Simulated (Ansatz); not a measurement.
Input for Ansatz (development build ahead of 0.2.0):

```yaml
crystal:
  periodic: [false, false, false]
  atoms:
    - { symbol: Be, position_ang: [1.05, 0.0, 0.0] }
    - { symbol: Be, position_ang: [-1.05, 0.0, 0.0] }
    - { symbol: Be, position_ang: [0.0, 1.8, 0.0] }
    - { symbol: Be, position_ang: [0.0, -1.8, 0.0] }
basis:
  gaussian: { orbitals: def2-SVP }
hamiltonian:
  xc: hf
output:
  forces: true
```

The input is written out in the form of the current development build from the run's settings.

Output:

* Converged: yes
* Total energy: -58.21467 hartree

Forces (eV/Å):
| atom | Fx | Fy | Fz |
| --- | --- | --- | --- |
| Be1 | 1.663 | 0.000 | 0.000 |
| Be2 | -1.663 | 0.000 | 0.000 |
| Be3 | 0.000 | -0.486 | 0.000 |
| Be4 | 0.000 | 0.486 | 0.000 |
